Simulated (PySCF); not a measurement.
Structure from 2D NMR

Compound of formula C$_{3}$H$_{5}$BrO. Correlations simulated from computed shifts and couplings:

HSQC (one-bond C–H):
```
  δH     δC  ¹J(C,H) (Hz)
9.73  202.8           178
3.40   35.3           160
2.71   52.5           134
```

COSY cross peaks (|J| ≥ 2 Hz):
```
  δH    δH  abs. J (Hz)  bonds
3.40  2.71          8.5      3
```

HMBC (two and three bonds, |J| ≥ 2.5 Hz):
```
  δH        δC [abs. J in Hz]
9.73  52.5 [28.5], 35.3 [6.0]
3.40               52.5 [2.6]
2.71  202.8 [5.4], 35.3 [5.2]
```

PySCF 2.14.0 with density-fitted response routines calculation with shielding tensors at PBE0/pcSseg-1 (GIAO), B3LYP/pcJ-1 (pcSseg-1 on Br) coupling constants (without the spin–dipole term) and coordinates at the PBE0-D3(BJ)/def2-SVP level; single conformer, rapidly exchanging positions averaged, relativity neglected, no solvent.

δ = σ(ref) − σ, references computed at the same level: ¹H (σ = 31.27 ppm), ¹³C (σ = 184.41 ppm) vs TMS.

Exchangeable hydrogens are left out of these lists, and C,H couplings along chains are those of one rotamer, so weak HMBC peaks may be missing or extra.

Work out the connectivity.

Results:

`O=CCCBr`.

Atoms are numbered as in `[O:1]=[CH:2][CH2:3][CH2:4][Br:5]`; H(Xn) means a hydrogen on atom n.

δC 202.8 is C2, an aldehyde carbonyl carbon (δH 9.73). δC 52.5 is C3, an sp3 CH2 α to a carbonyl (δH 2.71). δC 35.3 is C4, an sp3 CH2 bonded to Br (δH 3.40). COSY links 3.40–2.71.

The calculation has no spin–orbit term, so carbons bonded to Br come out too deshielded (the heavy-atom effect is absent). Unscaled 3J(H,H) at this level run about 10 % above measured values. Shifts are as computed. Against solution values, carbons near 30 ppm lie about +2 ppm off and those near 130 ppm about +5 ppm; carbons on Br a further +13 ppm. Of 1211 compounds with measured shifts, 218 miss one by over three times the rms of a fit or turn the order of signals round; such compounds aren't used in these exercises. Couplings across =CH–CH2 type bonds come from one rotamer and its mirror image, and can be 1–2 Hz further off. Chain 3J(H,H) values assume equally populated staggered rotamers: (2 J gauche + J anti)/3.
